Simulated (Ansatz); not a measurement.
Isolated molecules relaxed with PBE0-D4/def2-TZVP in Ansatz; ΔE leaves out vibrations. CCSD(T)/CBS adds triple-zeta CCSD(T) − MP2 to the extrapolated MP2 energy (def2 sets, frozen cores). This one scheme is used for every species. DFT in def2-TZVPP. One conformer a species, not always the lowest.

`FC[SiH]1CC1` + `O[SiH2][SiH2]F` → `F[SiH]1CC1` + `O[SiH2][SiH2]CF`  (redistribution)

| species | ωB97M-V energy (Eh) |
| --- | --- |
| `FC[SiH]1CC1` | -507.80581 |
| `O[SiH2][SiH2]F` | -757.15317 |
| `F[SiH]1CC1` | -468.57415 |
| `O[SiH2][SiH2]CF` | -796.38587 |

Work out ΔE.

ΔE = (-468.57415) + (-796.38587) − (-507.80581) − (-757.15317) = -0.00104 Eh = -2.7 kJ/mol. CCSD(T)/CBS gives -0.9 kJ/mol.

Largest T1 diagnostic among the species: 0.012.
